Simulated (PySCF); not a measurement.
# How methods differ on the ionisation energy of Si⁺

Si⁺ [Ne] 3s2 3p1 (2P) → Si²⁺ [Ne] 3s2 (1S), as a difference of total energies. All numbers are calculated (PySCF 2.14, the non-relativistic Hamiltonian (point nucleus), in aug-cc-pV(T+d)Z (6s5p4d2f, 55 functions)). Correlated levels: valence: [Ne] frozen. The calculations carry no spin-orbit coupling.

```json
{"method": "UHF", "ionisation energy (eV)": "15.827"}
{"method": "MP2 (valence)", "ionisation energy (eV)": "16.094"}
{"method": "SCS-MP2 (valence)", "ionisation energy (eV)": "16.082"}
{"method": "CCSD (valence)", "ionisation energy (eV)": "16.210"}
{"method": "CCSD(T) (valence)", "ionisation energy (eV)": "16.240"}
{"method": "CCSDT (valence)", "ionisation energy (eV)": "16.252"}
```

Question: How much does correlation contribute at CCSD(T) (valence)?

Answer: 16.240 − (15.827) = 0.413 eV, measured against UHF.

Errors of the correlated levels include the incompleteness of this basis and the frozen core.

For comparison: 16.322 eV (measured; NIST levels, between the centres of gravity of the two terms).
